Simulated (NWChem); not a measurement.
ZrHSCl₃; SMILES [SH][Zr]([Cl])([Cl])[Cl]

```xyz
6

Zr     0.0009     0.0068    -0.0497
Cl    -1.8762    -1.3067    -0.4817
Cl     1.9013    -1.2945    -0.4110
Cl     0.0187     1.9762    -1.2823
S     -0.0453     0.6850     2.2677
H     -0.0559    -0.6076     2.6802
```
Atoms are numbered in this order, from 1.

Results from NWChem. Medium grid unless said otherwise, to which SCAN and Minnesota functionals are sensitive. The geometry was optimised at PBE0/def2-SVP. No frequency run checked for a minimum. def2 effective core potentials on Zr; no spin-orbit coupling. B3LYP is NWChem's, with the RPA form of VWN correlation. Total energies of different functionals are on different scales.

```tsv
level	energy (Ha)	highest occupied level (eV)	orbital gap (eV)	dipole (D)
B3LYP/def2-SVP	-1826.2556	-7.94	5.09	0.76
PBE/def2-SVP	-1825.4588	…	…	0.78
r2SCAN0/def2-SVP	-1826.0479	-8.52	5.81	0.85
PW6B95/def2-SVP	-1827.5702	-8.31	5.63	0.78
M06-2X/def2-SVP	-1826.0330	-9.45	7.58	0.85
TPSS/def2-SVP	-1826.2733	-7.19	3.71	0.76
MN15-L/def2-SVP	-1825.7266	-7.58	4.24	0.81
```

Q: Some entries are withheld; supply them.

A: 
- PBE/def2-SVP, highest occupied level (eV): -7.02
- PBE/def2-SVP, orbital gap (eV): 3.55
